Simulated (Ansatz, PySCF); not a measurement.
Torsion H3–C1–Si2–H6 in CH4Si (SMILES C[SiH]); at each angle all else is relaxed with GFN2-xTB, and the levels are single points there.
Geometry at 60° (charge 0, multiplicity 1):
```xyz
6

C     -0.53354     0.02992    -0.00784
Si     1.23507     0.76557    -0.02154
H     -0.67419    -0.67731    -0.82621
H     -1.28760     0.81021    -0.11815
H     -0.75078    -0.50045     0.91785
H      1.18107     1.39436    -1.37999
```

On the grid 0° to 120°, 0° is the highest and 60° the lowest point at CCSD(T)/CBS(cc-pV(T+d)Z, cc-pV(Q+d)Z).

Cores are frozen in the correlated methods. CBS(a, b) extrapolates the correlation energy as X⁻³ and adds the Hartree–Fock energy of set b.

Run with Ansatz (a first-principles code); PySCF for M06-2X, the dispersion terms. Each number belongs to the level named beside it.

Task: What energy at 0° less that at 60° does B3LYP-D4/def2-TZVPP give?

Result: 49 meV
